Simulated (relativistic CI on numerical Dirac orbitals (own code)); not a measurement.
**How well does a small relativistic CI reproduce Sn2+?**

Calculated at this level of theory: Dirac-Coulomb-Breit CI, separate exchange-only KLI orbitals for each configuration, model QED, valence Slater integrals scaled by 0.85, configuration energies shifted to the measured levels that pair with them (semi-empirical) (own radial code, finite nucleus).

CI space (outside the closed core [Kr]): 4d¹⁰5s², 4d¹⁰5s5p, 4d¹⁰5p², 4d¹⁰5s6s, 4d¹⁰5s5d, 4d¹⁰5s6p, 4d¹⁰5s4f, 4d¹⁰5s7s, 4d¹⁰5s6d, 4d¹⁰5s5g, 4d¹⁰5s8s, 4d¹⁰5s7d, 4d¹⁰5p5d, 4d¹⁰5d², 4d¹⁰4f², 4d¹⁰5s7p, 4d¹⁰4f5p, 4d¹⁰5s5f, 4d¹⁰5s6f, 4d¹⁰5p6s, 4d⁹5s²4f, 4d⁸5s²5p², 4d⁹5s5p², 4d⁹5s²5p, 4d¹⁰4f5d. Levels of other configurations are missing.

| Configuration | Term (tabulated) | J | Measured (cm⁻¹) | Computed | Error | Purity (%) |
| --- | --- | --- | --- | --- | --- | --- |
| 4d¹⁰5s² | 1S | 0 | 0.0 | 0 | 0 | 97 |
| 4d¹⁰5s5p | 3P° | 0 | 53548.0 | 53575 | 27 | 100 |
| 4d¹⁰5s5p | 3P° | 1 | 55196.4 | 55170 | -27 | 99 |
| 4d¹⁰5s5p | 3P° | 2 | 59228.6 | 58899 | -330 | 100 |
| 4d¹⁰5s5p | 1P° | 1 | 79911.3 | 82589 | 2677 | 96 |
| 4d¹⁰5p² | 3P | 0 | 127308.5 | 128002 | 694 | 97 |
| 4d¹⁰5p² | 1D | 2 | 128204.7 | 127284 | -921 | 58 |
| 4d¹⁰5p² | 3P | 1 | 130119.6 | 130394 | 274 | 99 |
| 4d¹⁰5p² | 3P | 2 | 134567.2 | 134293 | -274 | 91 |
| 4d¹⁰5s6s | 3S | 1 | 139637.9 | 139222 | -416 | 100 |
| 4d¹⁰5s5d | 3D | 1 | 141321.5 | 141339 | 17 | 99 |
| 4d¹⁰5s5d | 3D | 2 | 141526.4 | 141509 | -17 | 99 |
| 4d¹⁰5s5d | 3D | 3 | 141838.1 | 141766 | -72 | 99 |
| 4d¹⁰5s6s | 1S | 0 | 143590.8 | 144007 | 416 | 99 |
| 4d¹⁰5s5d | 1D | 2 | 154115.5 | 155487 | 1372 | 60 |
| 4d¹⁰5s6p | 3P° | 0 | 159939.8 | 159904 | -36 | 99 |
| 4d¹⁰5s6p | 3P° | 1 | 160215.4 | 160251 | 36 | 95 |
| 4d¹⁰5s6p | 3P° | 2 | 161438.4 | 161365 | -74 | 99 |
| 4d¹⁰5s6p | 1P° | 1 | 162725.1 | 163656 | 931 | 93 |
| 4d¹⁰5s4f | 3F° | 2 | 179306.8 | 179268 | -39 | 95 |
| 4d¹⁰5s4f | 3F° | 3 | 179343.0 | 179324 | -19 | 89 |
| 4d¹⁰5s4f | 3F° | 4 | 179441.1 | 179460 | 19 | 96 |
| 4d¹⁰5s4f | 1F° | 3 | 179702.2 | 179778 | 76 | 89 |
| 4d¹⁰5s7s | 3S | 1 | 186688.3 | 186688 | 0 | 100 |
| 4d¹⁰5s6d | 3D | 2 | 187996.3 | 187996 | 0 | 100 |
| 4d¹⁰5s6d | 3D | 3 | 188129.0 | 188109 | -20 | 100 |
| 4d¹⁰5s6d | 1D | 2 | 189689.9 | 190858 | 1168 | 95 |
| 4d¹⁰5s5g | 3G | 5 | 206133.3 | 206133 | 0 | 100 |
| 4d¹⁰5s8s | 3S | 1 | 207956.9 | 207957 | 0 | 100 |
| 4d¹⁰5s7d | 3D | 1 | 208647.4 | 208658 | 10 | 100 |
| 4d¹⁰5s7d | 3D | 2 | 208694.9 | 208695 | 0 | 100 |
| 4d¹⁰5s7d | 3D | 3 | 208775.0 | 208755 | -20 | 100 |

Measured levels from Moore, Atomic Energy Levels, vol. III, NSRDS-NBS 35 (1971 reprint of NBS Circular 467, 1958); pairs were made by configuration, J and term (by order where the table uses no LS term), so strongly mixed levels may be paired wrongly. The analysis dates from before 1960.

Mean error by configuration (cm⁻¹): 4d¹⁰5s5p 587; 4d¹⁰5p² -57; 4d¹⁰5s6s 0; 4d¹⁰5s5d 325; 4d¹⁰5s6p 214; 4d¹⁰5s4f 9; 4d¹⁰5s7s 0; 4d¹⁰5s6d 383; 4d¹⁰5s5g 0; 4d¹⁰5s8s 0; 4d¹⁰5s7d -3. Over the excited levels the mean absolute error is 322 cm⁻¹ (31 of the 34 excited levels that our extract of the source holds in range could be paired, and the others can miss by more), and the median relative error of those above 1,000 cm⁻¹ is 0.042 %, both after the shifts were fitted to these levels, so that a configuration with one level shows no error.

Configurations whose levels could be paired with our table of measured levels were shifted onto them, all but the ground configuration, by the median error of their levels; single terms can still be off by 1,000 to 2,000 cm⁻¹ or more, and rates follow the energies as ν³ (E1, M1) or ν⁵ (E2). The others borrow a shift and can be off by several thousand cm⁻¹ or more. The fine structure of a lone outer electron comes out too small, for d and f at times inverted, and misplaced configurations move strength between like terms. 31 of the 34 excited levels that our extract of the measured tables holds in this range could be paired (the sources list more); they are missed by 322 cm⁻¹ on average and 2677 at most, after the shifts were fitted to these levels, and levels without a partner can miss by more.

Shifts applied (cm⁻¹): 4d¹⁰5s² 0; 4d¹⁰5s5p 3423; 4d¹⁰5p² 3756; 4d¹⁰5s6s 2719; 4d¹⁰5s5d 3640; 4d¹⁰5s6p 3828; 4d¹⁰5s4f 444; 4d¹⁰5s7s 3512; 4d¹⁰5s6d 3807; 4d¹⁰5s5g 2162; 4d¹⁰5s8s 3558; 4d¹⁰5s7d 3698.
